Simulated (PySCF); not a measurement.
C₂H₆O₂Si₂, SMILES O=C1[SiH2]O[SiH2]C1.

The structure is a stationary point at PBE-D3(BJ)/def2-SVP. The structure was generated by enumeration, and PubChem lists no compound with its InChIKey, so it may never have been made. Other conformers were not sampled.

Calculation: PBE-D3(BJ)/def2-SVP in PySCF.

Frequencies are harmonic and unscaled.

| mode | ν (cm⁻¹) | IR (km/mol) | moving atoms (share of kinetic energy) |
|---|---|---|---|
| 1 | 81 | 4.4 | O 40 %, C 23 %, H 22 %, Si 15 % |
| 2 | 114 | 0.8 | O 47 %, H 31 %, Si 18 % |
| 3 | 288 | 4.7 | H 39 %, C 30 %, O 27 % |
| 4 | 337 | 9.3 | Si 46 %, O 37 %, H 15 % |
| 5 | 358 | 4.0 | Si 45 %, O 34 %, H 14 % |
| 6 | 418 | 9.0 | H 43 %, C 28 %, O 16 %, Si 13 % |
| 7 | 502 | 4.8 | H 62 %, Si 18 %, C 12 % |
| 8 | 559 | 2.3 | C 49 %, H 23 %, Si 17 %, O 11 % |
| 9 | 581 | 34.7 | H 53 %, C 30 %, Si 13 % |
| 10 | 657 | 1.7 | H 33 %, O 33 %, Si 32 % |
| 11 | 666 | 17.9 | H 88 % |
| 12 | 680 | 13.1 | H 75 %, O 12 %, Si 9 % |
| 13 | 704 | 13.2 | H 50 %, C 36 % |
| 14 | 752 | 34.8 | H 59 %, Si 21 %, C 12 % |
| 15 | 768 | 16.6 | H 50 %, C 41 % |
| 16 | 876 | 295.3 | H 62 %, Si 21 %, O 12 % |
| 17 | 923 | 384.3 | H 78 %, Si 12 % |
| 18 | 930 | 61.1 | O 46 %, H 43 %, Si 8 % |
| 19 | 946 | 4.9 | H 78 %, O 12 % |
| 20 | 977 | 52.1 | H 68 %, C 24 % |
| 21 | 1033 | 144.1 | C 55 %, H 40 % |
| 22 | 1086 | 12.6 | H 57 %, C 38 % |
| 23 | 1318 | 16.5 | H 92 %, C 8 % |
| 24 | 1740 | 168.8 | C 60 %, O 40 % |
| 25 | 2163 | 146.0 | H 97 % |
| 26 | 2174 | 67.4 | H 97 % |
| 27 | 2186 | 133.6 | H 96 % |
| 28 | 2187 | 117.3 | H 96 % |
| 29 | 2960 | 0.6 | H 94 % |
| 30 | 3060 | 0.9 | H 91 %, C 9 % |
